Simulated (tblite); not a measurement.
Start geometry of `C=N/C(F)=C\OC=O` from a force field or distance geometry (Å):
```
atom  x, y, z in Å
C1    -2.672    0.028   -0.580
N2    -1.412    0.226   -0.649
C3    -0.680   -0.206    0.448
F4    -1.335   -0.761    1.482
C5     0.639   -0.087    0.537
O6     1.412    0.487   -0.481
C7     2.763    0.312   -0.358
O8     3.371   -0.280    0.532
H9    -3.306    0.349   -1.422
H10   -3.213   -0.441    0.273
H11    1.183   -0.425    1.398
H12    3.251    0.799   -1.206
```

Q: What comes out of this run: GFN2-xTB geometry optimisation, gas phase in tblite?

A: 
```
atom  x, y, z in Å
C1    -2.6766    0.0735   -0.5971
N2    -1.4142    0.1554   -0.5720
C3    -0.6695   -0.2574    0.4766
F4    -1.2977   -0.7825    1.5740
C5     0.6676   -0.1902    0.5355
O6     1.4000    0.3137   -0.4980
C7     2.7297    0.3517   -0.3666
O8     3.3615   -0.0152    0.5761
H9    -3.1801    0.4344   -1.4805
H10   -3.2879   -0.3358    0.2076
H11    1.2166   -0.5317    1.4044
H12    3.1519    0.7836   -1.2861
```

The energy falls by 21.5 kJ/mol over 65 L-BFGS steps, the largest force on an atom goes from 3.03 to 0.007 eV/Å, and the atoms move by 0.136 Å rms after alignment. Among the bonds, N2–C3, C5–O6 and C7=O8 change most and about equally (-0.038 to -0.037 Å). Bonds longer at the end by more than 0.005 Å: 4 of 11; shorter: 7. Among the angles that change most is C1–N2–C3, from 115.4° to 123.1°. Among the dihedrals that turn most is H11–C5–O6–C7, from 12° to 0°. Rotational constants go from 5778, 1028, 876.6 to 5696, 1040, 879.6 MHz. The orientation of the end geometry is arbitrary; only internal coordinates are fixed.

Its GFN2-xTB frequencies are all real (lowest 48 cm⁻¹). One conformer, not necessarily the lowest. 3 starts were optimised and ended at 0.00, 2.68 and 3.76 kcal/mol (GFN2-xTB); the lowest of these is shown.

These are computed values.
